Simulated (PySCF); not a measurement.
**Zr+: interval between two levels**

Zr+ [Kr] 4d2 5s1 [4F9/2, M_J = 9/2] → Zr+ [Kr] 4d1 5s1 5p1 [4F9/2, M_J = 9/2], as a difference of total energies. Calculation: PySCF 2.14, in x2c-TZVPall-2c with one added diffuse shell each of s, p, d type (9s10p8d1f, 86 functions); the two-component X2C-1e Hamiltonian. Correlated levels: [Ar] 3d10 frozen; the 6 highest virtual spinors dropped. "Screened" scales the spin-orbit matrix elements by Boettger's factors to mimic the two-electron term; Breit and QED terms are absent.

| method | interval between two levels (cm⁻¹) |
| --- | --- |
| GHF (spin-free) | 33101 |
| GMP2 (spin-free) | 34267 |
| GHF (screened spin-orbit) | 33479 |
| GMP2 (screened spin-orbit) | 34660 |

The spin-free rows relax to the high-spin LS determinant and lack the spin-orbit shift.

Errors of the correlated levels include the incompleteness of this basis and the frozen core.

The labels give the starting determinants; with spin-orbit coupling the two ends relaxed to ⟨J²⟩ = 24.76, ⟨L²⟩ = 12.02, ⟨S²⟩ = 3.76 and ⟨J²⟩ = 25.23, ⟨L²⟩ = 12.54, ⟨S²⟩ = 3.76.

The determinant of the upper state mixes levels of different J (the jj label is only the starting occupation), so the difference between spin-free and spin-orbit rows is not the physical spin-orbit shift.

For comparison: 37321 cm⁻¹ (measured; NIST Handbook of Basic Atomic Spectroscopic Data (Sansonetti and Martin, J. Phys. Chem. Ref. Data 34, 1559 (2005))).
